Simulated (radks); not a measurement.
The phosphorus ion P+, 14 electrons, occupied as [Ne] 3s2 3p2 (the NIST ground configuration).

Method: non-relativistic Kohn-Sham, r2SCAN, spin-polarised, spherical densities, point nucleus; open shells are filled with parallel spins first; meta-GGA in the generalised Kohn-Sham scheme; computed with a radial shooting solver on a logarithmic mesh with Libxc functionals.

Energy parts (hartree):
total: -340.84892
kinetic: 340.40989
electron-nucleus: -806.26868
Hartree: 147.83976
exchange-correlation: -22.82989

Orbitals (lengths in bohr, moments of r in powers of bohr; <r^-3> diverges for s and p1/2):
orbital,occ.,eigenvalue (hartree),<r^-3>
1s up,1,-77.20665,-
1s down,1,-77.19417,-
2s up,1,-6.91018,-
2s down,1,-6.90222,-
2p up,3,-5.05707,62.89
2p down,3,-5.04184,62.75
3s up,1,-0.91360,-
3s down,1,-0.80430,-
3p up,2,-0.56343,4.484
3p down,0,-0.45983,4.438

The highest occupied level is 3p up at -15.332 eV. Virial ratio -V/T = 2.00129.
